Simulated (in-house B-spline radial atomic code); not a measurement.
Sr⁸⁺. Computed with a B-spline radial atomic code. Model: all-electron spherical atom, spin shells full or empty, radial basis limit, no spin-orbit coupling, Breit or QED, empty-state partial waves extrapolated as (l+1/2)^-4, RPA, G0W0 and static COHSEX of the highest shell as one setting changes (uncorrelated shells keep exact exchange).

Empty levels are discrete states of a finite basis, so the steps are uneven.

Given: element Sr; charge 8; filled core Ar; hamiltonian one-electron scalar X2C; mean-field start r2SCAN; highest l of empty states 9; nuclear rms radius 4.224 fm; lowest nl shells left uncorrelated 3; highest mean-field shell 4s; box radius 7.7 bohr.

Shell: 3d 5 5, 4s 1 1 (electrons up and down).

| highest empty level kept (hartree) | RPA correlation energy (hartree) | G0W0 level (eV) | G0W0 minus most complete (meV) | COHSEX level (eV) | linearised minus solved G0W0 (meV) |
| --- | --- | --- | --- | --- | --- |
| 27 | -0.89594 | -158.88 | 214.2 | -161.1 | 27.8 |
| 54 | ? | ? | ? | ? | ? |
| 94.5 | ? | ? | ? | ? | ? |
| 162 | -1.3806 | -159.06 | 30.6 | -161.64 | 28.9 |
| 270 | -1.43 | -159.08 | 12.3 | -161.69 | 29 |
| 486 | -1.4494 | -159.09 | 4 | -161.71 | 29.1 |
| 810 | -1.4551 | -159.09 | 1.3 | -161.72 | 29.1 |
| 1620 | -1.457 | -159.09 | 0.3 | -161.73 | 29.1 |
| 3240 | -1.4573 | -159.09 | 0.1 | -161.73 | 29.1 |
| 6750 | -1.4574 | -159.09 | 0 | -161.73 | 29.1 |
| 16200 | -1.4574 | -159.09 | 0 | -161.73 | 29.1 |
| 54000 | -1.4574 | -159.09 | 0 | -161.73 | 29.1 |

(1) What follows for highest empty level kept = 54?

(2) What follows for highest empty level kept = 94.5?

## Answers

(1) RPA correlation energy -1.1523 hartree; G0W0 level -158.97 eV; G0W0 minus most complete 117.8 meV; COHSEX level -161.35 eV; linearised minus solved G0W0 28.4 meV.

(2) RPA correlation energy -1.3024 hartree; G0W0 level -159.03 eV; G0W0 minus most complete 58.9 meV; COHSEX level -161.54 eV; linearised minus solved G0W0 28.7 meV.
